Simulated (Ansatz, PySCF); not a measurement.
cyclohexanone (C6H10O), SMILES O=C1CCCCC1. Atoms are numbered in the order given.

```xyz
17

O      2.2961    -0.3425     0.0000
C      1.1570     0.0638     0.0000
C      0.3892     0.3443    -1.2825
C     -1.0124    -0.2840    -1.2611
C     -1.7850     0.1114     0.0000
C     -1.0124    -0.2840     1.2611
C      0.3892     0.3443     1.2825
H      0.2939     1.4425    -1.3690
H      0.9945    -0.0081    -2.1301
H     -1.5667     0.0107    -2.1666
H     -0.9155    -1.3836    -1.2965
H     -2.7802    -0.3620     0.0000
H     -1.9555     1.2037     0.0000
H     -1.5667     0.0107     2.1666
H     -0.9155    -1.3836     1.2965
H      0.9945    -0.0081     2.1301
H      0.2939     1.4425     1.3690
```
Charge 0, spin multiplicity 1.

Geometry: ωB97X-D3(BJ)/def2-SVP. One conformer was computed; it need not be the lowest.

Vertical ionisation energy (IE) and electron affinity (EA) in eV. Rows of orbital energies are one-electron estimates. Where ΔSCF, EOM or ADC give a negative EA the extra electron is unbound and the value depends on the basis.

| level | IE | EA |
|---|---|---|
| −ε(HOMO), −ε(LUMO), HF/def2-TZVP (PySCF) | 10.76 | -3.15 |
| ΔSCF, PBE0/def2-SVPD (Ansatz), final states of multiplicity 2 and 2 | ? | ? |

Some entries are withheld; supply them. (The exact figures need the calculation; the answer reports its results.)


- ΔSCF, PBE0/def2-SVPD (Ansatz, a program for electronic structure), final states of multiplicity 2 and 2, IE: 9.10
- ΔSCF, PBE0/def2-SVPD (Ansatz), final states of multiplicity 2 and 2, EA: -1.12

What vertical singlet–triplet gap does ΔSCF give with PBE0/def2-SVPD (Ansatz)? (Estimate from the structure and the level; the computed values follow.)

3.65 eV (triplet above singlet where positive).
